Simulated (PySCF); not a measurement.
Two species compared at the same levels of theory.

First species: (S)-tert-butyl(methyl)(o-tolyl)phosphine borane, C12H22BP.
InChI=1S/C12H22BP/c1-10-8-6-7-9-11(10)14(5,13)12(2,3)4/h6-9H,1-5,13H3/t14-/m0/s1

Second species: C4H9ClOSi.
InChI=1S/C4H9ClOSi/c5-4-3-6-1-2-7-4/h4H,1-3,7H2/t4-/m1/s1

Levels: wB97X-D/def2-SVPD for HOMO energy, LUMO energy, HOMO–LUMO gap and static isotropic polarisability; TDDFT wB97X-D/def2-SVPD for lowest singlet excitation; TDA wB97X-D/def2-SVPD for lowest triplet excitation (Tamm–Dancoff). Geometries: PBE0-D3(BJ)/def2-SVP. All species are isolated and taken at one optimised geometry, non-relativistic unless stated. Electronic properties by PySCF.

Dipoles, sizes and rotational constants follow the conformer. The torsions of the flexible species, by atom-mapped SMILES:
- `[BH3-:1][P@@+:2]([CH3:3])([c:4]1[cH:5][cH:6][cH:7][cH:8][c:9]1[CH3:10])[C:11]([CH3:12])([CH3:13])[CH3:14]`: B1–P2–C4–C5 -147°, B1–P2–C11–C12 -67°

The conformers of `Cl[C@H]1COCC[SiH2]1` aren't listed.

Question: Which of the two has the higher HOMO–LUMO gap, and by how much?

Answer: The second: 11.40 eV against 9.68 eV, a difference of 1.72 eV.

Question: Which has the higher S1 energy?

Answer: The second: 6.75 eV against 5.21 eV, a difference of 1.54 eV.

Question: Which of the two has the higher HOMO energy, and by how much?

Answer: The first: -8.99 eV against -9.56 eV, a difference of 0.57 eV.

Question: Which has the higher static isotropic polarisability?

Answer: The first: 182.3 au against 89.5 au, a difference of 92.8 au.

Question: Which has the higher T1 energy?

Answer: The second: 6.14 eV against 4.04 eV, a difference of 2.10 eV.

Question: Which of the two has the higher LUMO energy, and by how much?

Answer: The second: 1.84 eV against 0.69 eV, a difference of 1.15 eV.

On the first: The polarisability is 27.01 Å³ as a volume (1 au = 0.148185 Å³), or 1.60 au for each of the 114 electrons. The principal polarisabilities are 151.1, 182.2 and 213.6 au; their mean is the isotropic value.

On the second: In wavenumbers S1 is 54500 cm⁻¹ (1 eV = 8065.54 cm⁻¹). No computed singlet falls in the visible range (750 to 380 nm, 1.65 to 3.26 eV); S1 lies 3.49 eV above its blue end.
